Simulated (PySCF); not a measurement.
# Bond lengths and vibrations by method: BCClH3N

Calculated results; nothing here was measured. They come from PySCF 2.14.0, an open-source quantum chemistry program, on an isolated molecule that a program drew, which may never have been made. The molecule is BCClH3N (charge 0, singlet), drawn as the SMILES string `NC=BCl`.

The geometry was optimised and harmonic frequencies were computed with HF and MP2, all in the cc-pV(D+d)Z basis, for the commonest isotopes, with a restricted reference for singlets and an unrestricted one otherwise, and a frozen core in MP2. Each result is a local minimum of its method.

Geometry at the HF minimum:
```xyz
7
BCClH3N, angstrom
N    -0.6364    0.5311   -0.2616
C     0.4073    1.0911   -1.0535
B     0.3931    2.0008   -2.1013
Cl    0.4458    3.0361   -3.4550
H    -1.5309    0.9201   -0.4986
H    -0.4818    0.7263    0.7134
H     1.3944    0.6845   -0.8370
```

Lengths of the bonds as drawn, in Å (atoms numbered as above):
```
  bond     HF    MP2
 N1-C2  1.425  1.439
 C2-B3  1.388  1.411
B3-Cl4  1.705  1.701
 N1-H5  1.004  1.022
 N1-H6  1.006  1.024
 C2-H7  1.089  1.102
```

Rotational constants, in GHz:
| constant | HF | MP2 |
|---|---|---|
| A | 50.61 | 49.91 |
| B | 2.224 | 2.192 |
| C | 2.141 | 2.112 |

Harmonic frequencies in cm^-1, each column in rising order, so a row needn't be the same motion in every method:
| rank | HF | MP2 |
|---|---|---|
| 1 | 144 | 120 |
| 2 | 224 | 203 |
| 3 | 289 | ? |
| 4 | 516 | 491 |
| 5 | 680 | 609 |
| 6 | 730 | 653 |
| 7 | 945 | 899 |
| 8 | 1175 | 1115 |
| 9 | 1206 | 1139 |
| 10 | 1409 | 1313 |
| 11 | 1775 | 1643 |
| 12 | 1816 | 1690 |
| 13 | 3275 | 3158 |
| 14 | 3717 | 3501 |
| 15 | 3809 | 3610 |

**Estimate the missing MP2 frequency from the HF column.**

A single factor s that minimises the squared misfit of MP2 against s times HF over the other rows is sum(HF x MP2) / sum(HF^2) = 0.9455, with an rms misfit of 26 cm^-1. For rank 3 it gives 0.9455 x 289 = 273 cm^-1. The calculation gives 261 cm^-1, 12 cm^-1 below the estimate. The drawn bonds are on average 1.2 % longer in MP2 than in HF.
